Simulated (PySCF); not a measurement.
**Partial charges of [Ag(CN)3]2-**

Species: [Ag(CN)3]2-, C3AgN3 (charge -2 and singlet state).
Cartesian coordinates in Å at the PBE0-D3(BJ)/def2-SVP level; atoms count from 1:
```xyz
7
C3AgN3 angstrom
Ag     0.007    0.000   -0.002
C      2.194    0.003    0.230
N      3.360    0.007    0.352
C     -1.076    1.890   -0.300
N     -1.654    2.897   -0.460
C     -1.116   -1.895    0.067
N     -1.716   -2.902    0.112
```

Density: PBE0/pcSseg-1 (def2-TZVP on Ag) (PySCF); schemes: Mulliken and ESP-fitted. Whether so highly charged an anion holds all its electrons in the gas phase wasn't checked; a finite basis holds them in any case. No counter-ion or solvent screens the charge of this multiply charged ion. Atoms past krypton carry effective core potentials; spin–orbit coupling is left out. The pcSseg-1 basis has no diffuse functions, a weakness for an anion. The HOMO energy is positive at this level (+1.15 eV), so the outermost electrons may be held by the finite basis alone.

**Question.** At which atom do the 2 schemes differ most?

**Answer.** At N5: from -0.622 (ESP-fitted) to -0.424 e (Mulliken), 0.198 e apart.

**Question.** For which atoms does the sign change between the 2 schemes (beyond +0.03 e in one, beyond −0.03 e in another)?

**Answer.** For none.

**Question.** Tabulate the Mulliken and ESP-fitted charges.

**Answer.** In e:

```
atom                environment  Mulliken  ESP-fitted
 Ag1       silver bonded to 3 C    -0.185      -0.092
  C2  carbon bonded to Ag and N    -0.180      -0.021
  N3       nitrogen bonded to C    -0.424      -0.618
  C4  carbon bonded to Ag and N    -0.180      -0.012
  N5       nitrogen bonded to C    -0.424      -0.622
  C6  carbon bonded to Ag and N    -0.181      -0.013
  N7       nitrogen bonded to C    -0.425      -0.622
```

Mean size of the charges over all atoms: Mulliken 0.286 e, ESP-fitted 0.286 e. Each set sums to the total charge, -2, to within 0.001 e. The ESP scheme is a least-squares fit of atom-centred charges to the potential on four shells outside the van der Waals surface, with the total charge fixed.

**Question.** How many electrons does the ESP-fitted scheme count on N7?

**Answer.** Z − q = 7 − (-0.622) = 7.622.

**Question.** Sum the charges by element, for elements with more than one atom.

**Answer.** 
| element | atoms | Mulliken | ESP-fitted |
| --- | --- | --- | --- |
| C | 3 | -0.541 | -0.046 |
| N | 3 | -1.273 | -1.862 |
